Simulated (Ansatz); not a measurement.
Molecule: C$_{4}$H$_{3}$BrSe, net charge 0, singlet state. SMILES: Brc1ccc[se]1
Geometry from a B3LYP-D3(BJ)/def2-TZVP (Ansatz, an electronic-structure program) optimisation:
```
C
C 1 1.3575
H 1 1.0805 2 122.53
C 1 1.4285 3 123.36 2 180.00
C 4 1.3573 1 115.50 3 180.00
H 5 1.0775 4 127.73 1 180.00
H 4 1.0817 5 122.41 6 0.00
Se 5 1.8722 6 120.59 4 180.00
Br 2 1.8820 1 126.22 3 0.00
```
Charge 0, spin multiplicity 1.

Wanted: vertical ionisation energy (to the doublet state of charge +1; each state is the SCF solution reached for its spin; for the singlet the Hartree-Fock reference is unstable and T1 is 0.013), in eV. Correlated levels leave the core frozen unless marked. Open shells are spin-unrestricted. Spin-orbit coupling is left out. The frozen core is the preceding noble-gas configuration, with the filled d and f shells of earlier blocks. No relativistic terms. Basis-set limits of correlation are two-point, X^-3; Hartree-Fock from the larger set. The bracket is a focal-point correction in the basis named.

```
level           program  vertical ionisation energy (eV)
--------------  -------  -------------------------------
HF/aug-cc-pVTZ   Ansatz                             7.60
HF/aug-cc-pVQZ   Ansatz                             7.60
```

Q: Predict the RI-MP2/CBS(aug-cc-pVTZ,aug-cc-pVQZ)+[CCSD(T)-MP2]/aug-cc-pVTZ result (Ansatz).

A: 8.88 eV
